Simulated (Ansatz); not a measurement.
Start from `B[SiH](C)B[SiH3]` and change one atom or group to get `B[SiH2]C`.

Ansatz, PBE0-D4/def2-TZVP geometries, multiplicity 1. Each molecule was computed in one conformer, which needn't be the lowest.

| property | `B[SiH](C)B[SiH3]` |
| --- | --- |
| LUMO energy (ωB97M-V/def2-TZVPP) / eV | -1.23 |
| HOMO energy (PBE/def2-TZVPP) / eV | -6.38 |
| size of the dipole moment (B3LYP/def2-TZVPP) / D | 0.69 |
| HOMO–LUMO gap (ωB97M-V/def2-TZVPP) / eV | 8.28 |
| LUMO energy (B3LYP/def2-TZVPP) / eV | -3.30 |
| size of the dipole moment (PBE/def2-TZVPP) / D | 0.74 |

Question: What does the change do to each property? (Best estimate.)

Answer: Computed: 
| property | `B[SiH2]C` | shift |
| --- | --- | --- |
| LUMO energy (ωB97M-V/def2-TZVPP) / eV | -0.36 | 0.87 |
| HOMO energy (PBE/def2-TZVPP) / eV | -6.88 | -0.50 |
| size of the dipole moment (B3LYP/def2-TZVPP) / D | 0.72 | 0.03 |
| HOMO–LUMO gap (ωB97M-V/def2-TZVPP) / eV | 9.92 | 1.64 |
| LUMO energy (B3LYP/def2-TZVPP) / eV | -2.52 | 0.78 |
| size of the dipole moment (PBE/def2-TZVPP) / D | 0.75 | 0.01 |

With PBE0 the HOMO falls by 0.66 eV and the LUMO rises by 0.84 eV, so the gap widens by about 1.50 eV. PBE moves the HOMO by -0.50 eV and ωB97M-V by -0.78 eV. Dipoles are sizes alone; their direction can turn.

B3LYP here is the variant with VWN-RPA as its local correlation; programs differ in this.
